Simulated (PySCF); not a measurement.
**Working with the constants of BeAl⁺**

RHF-CCSD(T) constants of BeAl⁺, ¹Σ⁺ (singlet), closed shell (Be jorge-DZP-DKH, Al jorge-DZP-DKH; spin-free X2C with a Gaussian nucleus (PySCF 2.14); masses 9.0122 and 26.9815 u):

* ωe: 237.2 cm⁻¹
* ωexe: 3.56 cm⁻¹
* Be: 0.30204 cm⁻¹
* αe: 0.00562 cm⁻¹
* D (centrifugal): 1.96e-06 cm⁻¹
* De to Be + Al⁺: 0.488 eV

Give the vibrational terms G(v) and spacings up to v = 6.

G(v) = ωe(v+½) − ωexe(v+½)².

```csv
v,G(v) (cm⁻¹),G(v) − G(v−1),Bv (cm⁻¹)
0,117.7,,0.2992
1,347.8,230.1,0.2936
2,570.8,223.0,0.2880
3,786.6,215.8,0.2824
4,995.3,208.7,0.2767
5,1196.9,201.6,0.2711
6,1391.4,194.5,0.2655
```

How well does the Morse estimate ωe²/(4ωexe) reproduce De, and what is D0?

It gives 0.490 eV, 100 % of the computed De. D0 = De − G(0) = 0.488 − 0.015 = 0.473 eV.

Correlated steps freeze 5 core orbitals. Correlated levels converge slowly with the basis: in double zeta they bind strong bonds too weakly, by up to about 1 eV, and carry superposition errors of some tenths. For an ion De counts to the pair picked by the measured ionisation energies or electron affinities, which need not be the lowest pair at this level.
